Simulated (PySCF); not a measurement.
Mapped SMILES: `[cH:1]1[s:2][cH:3][c:4]2[c:5]1[O:6][CH2:7][CH2:8][O:9]2` (H(Xn): hydrogen on atom n).

Geometry: PBE0-D3(BJ)/def2-SVP; GIAO shifts from PySCF, gas phase, non-relativistic, averaged over equivalent atoms.

At wB97X-D/pcSseg-1 (190 basis functions, 29 s wall time on 1 thread of an x86-64 server CPU, shared host):
| atoms | δ (ppm) |
| --- | --- |
| C4/C5 | 147.6 |
| C1/C3 | 109.4 |
| C7/C8 | 64.7 |
| S2 | 109.0 |
| O6/O9 | 89.4 |
| H(C1)/H(C3) | 6.28 |
| H(C7)/H(C8) | 3.81 |

δ = σ(ref) − σ, references computed at the same level: ¹³C (σ = 184.54 ppm), ¹H (σ = 31.38 ppm) against TMS; ³³S (σ = 493.71 ppm) vs CS2; H2O for ¹⁷O (σ = 333.19 ppm).

Task: Estimate the result of repeating the calculation with PBE0/pcSseg-1.

Result: 
```csv
atoms,δ at PBE0/pcSseg-1,change
C4/C5,145.8,-1.8
C1/C3,106.9,-2.5
C7/C8,64.6,-0.1
S2,106.1,-2.9
O6/O9,98.1,+8.7
H(C1)/H(C3),6.21,-0.07
H(C7)/H(C8),3.83,+0.02
```

References, each an isolated molecule treated in the same way: ¹³C (σ = 184.41 ppm), ¹H (σ = 31.27 ppm) vs TMS; ³³S (σ = 495.66 ppm) vs CS2; ¹⁷O (σ = 334.56 ppm) against H2O.

The largest change is at O6/O9 (ether oxygen). Cost: 190 basis functions, 22 s wall time on 1 thread of an x86-64 server CPU, shared host. The order of the carbon signals is the same at both levels.

Experimental scales use liquid or dissolved standards, which lie at an offset from isolated H2O (liquid H2O: subtract about 36 ppm).
